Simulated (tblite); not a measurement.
BrZn (SMILES [Zn][Br]), doublet, at a GFN2-xTB geometry (such geometries of metal compounds can be far from the true shape) (the spin is typed, not shown lowest); GFN1-xTB (tblite 0.6.0).

Input for tblite:
```
$ tblite run mol.xyz --method gfn1 --charge 0 --spin 1 --guess eeq --json tblite.json --no-restart

# file mol.xyz
2

Zn    -0.00000000    -0.00000000    -1.31529867
Br     0.00000000     0.00000000     1.12739886
```

It wrote (shortened):

```
xTB calculator
 | screened Coulomb repulsion
 | Coulomb electrostatics
 |  * isotropic Klopman-Ohno-Mataga-Nishimoto electrostatics
 |  * onsite third-order electrostatics
 | DFT-D3(BJ) dispersion correction

halogen bonding energy    0.0000000000000E+00 Eh
repulsion energy          2.6517789975322E-03 Eh
dispersion energy        -4.2180855815989E-04 Eh
number of electrons       9.0000000000000E+00 e
integral cutoff           3.9672993110968E+01 bohr

------------------------------------------------------------
  cycle        total energy    energy error   density error
------------------------------------------------------------
      1     -4.083321493192  -4.0855515E+00   1.0147611E+00
      2     -4.364372896214  -2.8105140E-01   7.0158700E-01
      3     -4.610385461743  -2.4601257E-01   3.5931883E-01
      4     -4.661985991836  -5.1600530E-02   1.9841993E-01
      5     -4.678272565992  -1.6286574E-02   1.5833072E-01
      6     -4.694036520512  -1.5763955E-02   3.8224267E-02
      7     -4.695032509777  -9.9598927E-04   4.7296969E-03
      8     -4.695030422512   2.0872645E-06   3.7986386E-03
      9     -4.695037450291  -7.0277791E-06   3.0502337E-04
     10     -4.695037468228  -1.7936967E-08   2.5343248E-04
     11     -4.695037513284  -4.5055960E-08   3.2257702E-05
     12     -4.695037513958  -6.7341865E-10   4.0217379E-07
------------------------------------------------------------

electronic energy        -4.6972674843972E+00 Eh
total energy             -4.6950375139578E+00 Eh

Post processing:
 | Mayer-Wiberg bond orders

[Info] JSON dump of results written to 'tblite.json'
```
